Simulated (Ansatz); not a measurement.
One change: `FC[SiH2]F` becomes `F[SiH2]C[TeH]`.

Ansatz, PBE0-D4/def2-TZVP geometries, multiplicity 1. Each molecule was computed in one conformer, which needn't be the lowest.

Elements past krypton have def2 core potentials.  Spin–orbit coupling is left out; it splits and shifts lone-pair levels of the heavy atoms by tenths of an eV.

```json
{"property": "size of the dipole moment (PBE/def2-TZVPP) / D", "`FC[SiH2]F`": "2.03"}
{"property": "HOMO–LUMO gap (B3LYP/def2-TZVPP) / eV", "`FC[SiH2]F`": "8.49"}
{"property": "HOMO energy (PBE/def2-TZVPP) / eV", "`FC[SiH2]F`": "-7.29"}
{"property": "size of the dipole moment (B3LYP/def2-TZVPP) / D", "`FC[SiH2]F`": "2.20"}
{"property": "HOMO energy (ωB97M-V/def2-TZVPP) / eV", "`FC[SiH2]F`": "-11.17"}
{"property": "HOMO–LUMO gap (PBE/def2-TZVPP) / eV", "`FC[SiH2]F`": "6.48"}
```

What does the change do to each property? (An estimate is asked.)

Ansatz gave: 
```
                                        property  `F[SiH2]C[TeH]`  shift
  size of the dipole moment (PBE/def2-TZVPP) / D             1.64  -0.39
           HOMO–LUMO gap (B3LYP/def2-TZVPP) / eV             4.95  -3.54
               HOMO energy (PBE/def2-TZVPP) / eV            -5.26   2.03
size of the dipole moment (B3LYP/def2-TZVPP) / D             1.72  -0.48
           HOMO energy (ωB97M-V/def2-TZVPP) / eV            -8.41   2.76
             HOMO–LUMO gap (PBE/def2-TZVPP) / eV             3.53  -2.95
```

With PBE0 the HOMO rises by 2.56 eV and the LUMO falls by 1.00 eV, so the gap narrows by about 3.56 eV. PBE moves the HOMO by 2.03 eV and ωB97M-V by 2.76 eV. Dipoles are sizes alone; their direction can turn.

B3LYP here is the variant with VWN-RPA as its local correlation; programs differ in this.
